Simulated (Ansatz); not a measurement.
W₃S₈ was relaxed with PBE0-D4 (def2-SVP) in Ansatz in these states: neutral quintet, neutral singlet, neutral triplet. The geometries follow in no particular order.

In the def2 sets W takes a core potential; there is no spin–orbit coupling.

A:

```xyz
11

W    -1.3919   -1.5278   -0.3470
W     1.2486    0.7721    1.4958
W     0.1374    0.9363   -1.3649
S     2.0716   -0.9033    2.5080
S    -0.6352   -3.2589    0.6225
S    -0.3634    2.5412   -2.6525
S    -1.0462    0.6145    0.7324
S    -0.2455   -1.0930   -2.3497
S    -3.4689   -1.7206   -0.7343
S     1.4121    2.5281    2.6753
S     2.2813    1.1115   -0.5857
```

B:

```xyz
11

W     0.787    1.632   -0.815
W    -0.743   -1.810   -0.361
W    -0.190    0.310    1.722
S     0.664   -1.952   -2.065
S     1.655    0.354   -2.403
S    -1.177    1.005    3.466
S    -1.311    0.528   -0.403
S     1.753    1.484    1.288
S     0.702    3.629   -1.530
S    -2.314   -3.206   -0.664
S     0.174   -1.972    1.765
```

C:

Cartesian coordinates in Å:
```
W 0.806 1.469 -1.383
W -1.621 -1.354 0.509
W 1.089 -0.232 1.051
S -2.255 -2.257 -1.308
S 0.344 0.779 -3.340
S 1.488 0.676 2.912
S -0.847 0.875 0.217
S 2.650 0.323 -0.555
S 1.174 3.561 -1.367
S -3.140 -1.449 1.991
S 0.311 -2.393 1.273
```

Task: Judge from the bond lengths which geometry belongs to which state (an estimate).

Result: A is the neutral triplet (W1–S5 2.123 Å, W2–S4 2.123 Å, W1–W3 3.074 Å); B is the neutral quintet (W1–S5 2.216 Å, W2–S4 2.215 Å, W1–W3 3.022 Å); C is the neutral singlet (W1–S5 2.125 Å, W2–S4 2.125 Å, W1–W3 2.983 Å).

The restricted singlet is unstable towards broken spin symmetry in Hartree–Fock (as tested in another run); at PBE0-D4/def2-SVP this wasn't settled. At PBE0-D4/def2-SVP a singlet lies 0.47 eV below the neutral triplet. At PBE0-D4/def2-SVP a singlet lies 1.77 eV below the neutral quintet. These are the stationary points nearest to one start from a short search; other shapes may lie lower in each state.
